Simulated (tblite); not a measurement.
C9H11N.
SMILES with atom numbers: `[H]/[N:10]=[CH:9]/[C:8]#[C:7][CH2:6][C:4]([CH2:3][CH:2]=[CH2:1])=[CH2:5]` (hydrogens: H11, H12 on C1; H13 on C2; H14, H15 on C3; H16, H17 on C5; H18, H19 on C6; H20 on C9; H21 on N10)

The geometry is computed with GFN2-xTB (gas phase).

Task: Give the optimised bond lengths and angles.

Result: 
```tsv
bond	length (bohr)
C1=C2	2.493
C2–C3	2.836
C3–C4	2.845
C4=C5	2.498
C4–C6	2.855
C6–C7	2.735
C7≡C8	2.276
C8–C9	2.671
C9=N10	2.383
C1–H11	2.035
C1–H12	2.037
C2–H13	2.046
C3–H14, C3–H15	2.064
C5–H16	2.036
C5–H17	2.036
C6–H18, C6–H19	2.067
C9–H20	2.083
N10–H21	1.923
```

Bonds in one row agree within 0.02 bohr and their mean is given. A selection of angles:
```tsv
angle	degrees
C1–C2–C3	124.3
C2–C3–C4	110.3
C3–C4–C5	123.2
C3–C4–C6	114.5
C5–C4–C6	122.3
C4–C6–C7	109.7
C6–C7–C8	177.3
C7–C8–C9	178.6
C8–C9–N10	121.1
H21–N10–C9	115.1
```

Torsions: C1–C2–C3–C4 114° (anticlinal); C2–C3–C4–C5 108° (anticlinal); C3–C4–C6–C7 -70° (synclinal); H21–N10–C9–C8 180° (antiperiplanar). The mirror-image conformer, all signs reversed, is as good.

The C–C distances run from 1.204 Å (C7≡C8, drawn triple) to 1.511 Å (C4–C6, drawn single), a spread of 0.307 Å. Of the pairs four or more bonds apart, C7···H15 is among the closest relative to their van der Waals radii: 2.68 Å, 93 % of the sum of Bondi's values.

Point group: C1 (no symmetry element, even within 0.4 Å). GFN2-xTB frequencies show an imaginary mode (22i cm⁻¹), so the point is no minimum at that level. 3 starts were optimised and ended at 0.00, 1.13 and 1.40 kcal/mol (GFN2-xTB); the lowest of these is shown.

Hardware: AMD EPYC, one thread, shared host. Cost: 1.2 s of wall time. These figures are those of the optimisation.
